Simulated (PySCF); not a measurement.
F$_{6}$Re, doublet, at a GFN2-xTB geometry (such geometries of metal compounds can be far from the true shape) (the multiplicity is a formal guess) (core potentials on Re); DF-WB97X/def2-SV(P) (PySCF).

PySCF was given this input:
```python
from pyscf import gto, scf, dft

mol = gto.M(
    atom='''
Re    0.000000   -0.000000    0.000000
F     1.109053   -0.461508   -1.355052
F    -1.109053    0.461508    1.355052
F    -1.111222    0.759952   -1.168316
F    -0.880203   -1.571663   -0.185127
F     0.880203    1.571663    0.185127
F     1.111222   -0.759952    1.168316
''',
    basis='def2-sv(p)',
    ecp={'Re': 'def2-sv(p)'},
    charge=0,
    spin=1,
    verbose=3,
)

mf = dft.UKS(mol)
mf.xc = 'wb97x'
mf.grids.prune = dft.gen_grid.sg1_prune
mf = mf.density_fit(auxbasis='def2-universal-jkfit')
mf.kernel()
```

It wrote (shortened):

```
Traceback (most recent call last):
  File "input.py", line 24, in <module>
  File "<string>", line 2, in kernel
  File "site-packages/pyscf/scf/hf.py", line 2099, in scf
  File "site-packages/pyscf/scf/hf.py", line 132, in kernel
  File "site-packages/pyscf/dft/uks.py", line 42, in get_veff
  File "site-packages/pyscf/dft/uks.py", line 192, in initialize_grids
  File "site-packages/pyscf/dft/rks.py", line 506, in initialize_grids
  File "site-packages/pyscf/dft/gen_grid.py", line 653, in build
  File "<string>", line 6, in gen_atomic_grids
  File "site-packages/pyscf/dft/gen_grid.py", line 318, in gen_atomic_grids
  File "site-packages/pyscf/dft/gen_grid.py", line 81, in sg1_prune
IndexError: index 75 is out of bounds for axis 0 with size 19
```

The program stopped with an error.
